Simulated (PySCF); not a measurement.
AlClH2OS, SMILES [OH][Al]([SH])[Cl].

Geometry: B3LYP-D3(BJ)/def2-SVP. One conformer was computed; it need not be the lowest.

The numbers are results of CAM-B3LYP/def2-TZVPD run with PySCF, not measurements.

Isolated molecule, no solvent.

**Question.** Estimate the frontier levels, gap, dipole moment and polarisability. (The exact figures need the calculation; the answer reports its results.)

**Answer.** 
```
Quantity                                                                                                       Result
---------------------------------------------------------------------------------------------  ----------------------
highest occupied level                                                                                       -9.30 eV
lowest empty level                                                                                           -0.43 eV
orbital gap                                                                                                   8.87 eV
dipole moment                                                                                                  1.62 D
quadrupole, principal values (traceless, Buckingham form, about the centre of nuclear charge)   -3.86, 1.20, 2.66 D·Å
mean static polarisability                                                                       63.0 bohr³ (9.34 Å³)
polarisability, principal values                                                               52.2, 62.1, 74.8 bohr³
```
